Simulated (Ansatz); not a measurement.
C$_{3}$H$_{2}$BrF (`FC1=C(Br)C1`), relaxed with RKS PBE0-D4/def2-TZVP in Ansatz 0.2.0 from a PBE-D4/def2-SVP geometry. The force threshold is 0.005 eV/Å; the program also tests the step.

Total charge 0; spin multiplicity 1.

Start:

```xyz
7

F     1.815   -0.429   -1.169
C     0.734   -0.245   -0.443
C    -0.153   -0.693    0.404
Br   -0.886   -1.991    1.493
C    -0.314    0.760   -0.085
H    -0.072    1.596    0.607
H    -1.124    1.003   -0.807
```

Question: How much energy does the relaxation release, and in how many steps? (An estimate is asked.)

Answer: The calculation gave: 1.10 kcal/mol, in 5 steps.

Question: Which bonds change most? (An estimate is asked.)

Answer: The calculation gave: C2–C3 from 1.305 to 1.281 Å; C5–H7 from 1.112 to 1.092 Å; C5–H6 from 1.112 to 1.092 Å; C2–C5 from 1.495 to 1.478 Å.

Question: Give the relaxed structure. (Estimate.)

Answer: Computed: 
```xyz
7

F     1.790   -0.429   -1.150
C     0.719   -0.242   -0.433
C    -0.151   -0.682    0.398
Br   -0.869   -1.976    1.474
C    -0.312    0.758   -0.086
H    -0.071    1.577    0.596
H    -1.106    0.993   -0.798
```
